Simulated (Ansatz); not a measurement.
`CN1[SiH2]C1O` + `B[SiH2]CF` → `B[SiH](C)CF` + `OC1N[SiH2]1`  (formal exchange of groups at a C–N bond)

Computed with Ansatz on PBE0-D4/def2-TZVP structures; ΔE is electronic, products minus reactants. CCSD(T)/CBS adds triple-zeta CCSD(T) − MP2 to the extrapolated MP2 energy (def2 sets, frozen cores). DFT in def2-TZVPP. B3LYP here is the variant with VWN-RPA as its local correlation; programs differ in this. One conformer a species, not always the lowest.

`CN1[SiH2]C1O`:

```xyz
12

C    -0.091    1.241    1.075
N    -0.126   -0.005    0.359
Si   -1.075   -0.955   -0.698
C     0.667   -0.305   -0.806
O     1.883   -0.959   -0.615
H    -0.879    1.255    1.830
H    -0.235    2.107    0.414
H     0.868    1.362    1.586
H    -2.165   -0.331   -1.494
H    -1.450   -2.310   -0.224
H     0.854    0.528   -1.491
H     1.749   -1.626    0.065
```

`B[SiH2]CF`:

```xyz
10

B    -0.909   -1.224    1.077
Si    0.627   -0.261    0.206
C     0.055    1.118   -0.964
F     1.136    1.768   -1.549
H    -0.684   -2.125    1.831
H    -2.056   -0.945    0.885
H     1.450   -1.241   -0.560
H     1.492    0.330    1.268
H    -0.573    0.715   -1.767
H    -0.540    1.865   -0.426
```

`B[SiH](C)CF`:

Z-matrix (Å, degrees):
```
Si
C 1 1.873
C 1 1.901 2 109.7
B 1 2.010 2 115.2 3 -126.1
H 1 1.501 2 110.1 3 115.8
H 2 1.093 1 110.3 3 59.9
H 2 1.092 1 110.9 3 179.5
H 2 1.092 1 111.3 3 -59.9
F 3 1.398 1 109.4 2 -64.9
H 3 1.095 1 111.6 2 175.8
H 3 1.095 1 112.2 2 54.5
H 4 1.197 1 122.3 2 -25.5
H 4 1.197 1 120.7 2 157.7
```

`OC1N[SiH2]1`:

Cartesian coordinates in Å:
```
O 1.659 0.180 0.005
C 0.334 0.616 0.092
N -0.601 -0.198 0.883
Si -0.917 -0.414 -0.792
H 2.144 0.527 0.761
H 0.248 1.686 0.283
H -0.226 -0.835 1.570
H -0.400 -1.594 -1.522
H -2.241 0.032 -1.281
```

```json
{"level": "PBE-D4", "ΔE (kJ/mol)": "-54.1", "difference from CCSD(T)/CBS": "7.9"}
{"level": "r2SCAN-D4", "ΔE (kJ/mol)": "-60.0", "difference from CCSD(T)/CBS": "2.0"}
{"level": "B3LYP-D4", "ΔE (kJ/mol)": "-55.3", "difference from CCSD(T)/CBS": "6.7"}
{"level": "ωB97X-V", "ΔE (kJ/mol)": "-58.8", "difference from CCSD(T)/CBS": "3.2"}
{"level": "B2PLYP", "ΔE (kJ/mol)": "-57.6", "difference from CCSD(T)/CBS": "4.4"}
{"level": "PBE", "ΔE (kJ/mol)": "-53.9", "difference from CCSD(T)/CBS": "8.1"}
{"level": "r2SCAN", "ΔE (kJ/mol)": "-59.9", "difference from CCSD(T)/CBS": "2.1"}
{"level": "PBE0", "ΔE (kJ/mol)": "-57.1", "difference from CCSD(T)/CBS": "4.9"}
{"level": "MP2/def2-TZVPP", "ΔE (kJ/mol)": "-61.1", "difference from CCSD(T)/CBS": "0.9"}
{"level": "SCS-MP2/def2-TZVPP", "ΔE (kJ/mol)": "-57.7", "difference from CCSD(T)/CBS": "4.3"}
{"level": "CCSD(T)/def2-TZVPP", "ΔE (kJ/mol)": "-59.4", "difference from CCSD(T)/CBS": "2.6"}
{"level": "HF/def2-QZVPP", "ΔE (kJ/mol)": "-55.1", "difference from CCSD(T)/CBS": "6.9"}
{"level": "MP2/def2-QZVPP", "ΔE (kJ/mol)": "-62.5", "difference from CCSD(T)/CBS": "-0.5"}
{"level": "SCS-MP2/def2-QZVPP", "ΔE (kJ/mol)": "-59.2", "difference from CCSD(T)/CBS": "2.8"}
{"level": "HF/CBS(def2)", "ΔE (kJ/mol)": "-55.1", "difference from CCSD(T)/CBS": "6.9"}
{"level": "CCSD/CBS(def2)", "ΔE (kJ/mol)": "-62.6", "difference from CCSD(T)/CBS": "-0.6"}
{"level": "CCSD(T)/CBS", "ΔE (kJ/mol)": "-62.0", "difference from CCSD(T)/CBS": "0"}
```

Largest T1 diagnostic among the species: 0.013.

From PBE to PBE0 (25 % exact exchange), in def2-TZVPP and without D4, ΔE moves by −3.2 kJ/mol. In def2-TZVPP, CCSD(T) changes the Hartree–Fock value by −4.0 kJ/mol (the triples alone add +0.5 kJ/mol) and MP2 by −5.7 kJ/mol.
